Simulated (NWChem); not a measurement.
Molecule: SeCl4; SMILES Cl[Se](Cl)(Cl)Cl

```xyz
5

Se     0.0000     0.0000     0.3738
Cl     1.7210     0.0000    -1.0241
Cl     0.0000     2.3433     0.6159
Cl    -1.7210     0.0000    -1.0241
Cl     0.0000    -2.3433     0.6159
```
Atoms are numbered in this order, from 1.

Results from NWChem. Pople sets run with spherical d functions. All runs use the structure optimised with PBE-D3(BJ)/def2-SVP. B3LYP is NWChem's, with the RPA form of VWN correlation. Vzz is the largest principal value of the second derivative of the potential at the nucleus (NWChem prints the opposite sign); η is the asymmetry. Non-relativistic.

```json
[
 {"level": "B3LYP/def2-TZVP", "Vzz Se1 (a.u.)": "1.401", "η Se1": "0.75", "Vzz Cl4 (a.u.)": "4.351", "η Cl4": "0.15", "Vzz Cl5 (a.u.)": "2.381", "η Cl5": "0.03"},
 {"level": "B3LYP/def2-SVP", "Vzz Se1 (a.u.)": "(withheld)", "η Se1": "(withheld)", "Vzz Cl4 (a.u.)": "(withheld)", "η Cl4": "0.14", "Vzz Cl5 (a.u.)": "(withheld)", "η Cl5": "0.04"},
 {"level": "PBE/def2-TZVP", "Vzz Se1 (a.u.)": "1.253", "η Se1": "0.50", "Vzz Cl4 (a.u.)": "3.978", "η Cl4": "0.17", "Vzz Cl5 (a.u.)": "2.222", "η Cl5": "0.00"},
 {"level": "PBE/6-31G*", "Vzz Se1 (a.u.)": "1.189", "η Se1": "0.11", "Vzz Cl4 (a.u.)": "3.716", "η Cl4": "0.17", "Vzz Cl5 (a.u.)": "2.075", "η Cl5": "0.00"}
]
```

Some entries are withheld; supply them.


- B3LYP/def2-SVP, Vzz Se1 (a.u.): 1.334
- B3LYP/def2-SVP, η Se1: 0.62
- B3LYP/def2-SVP, Vzz Cl4 (a.u.): 3.930
- B3LYP/def2-SVP, Vzz Cl5 (a.u.): 2.304
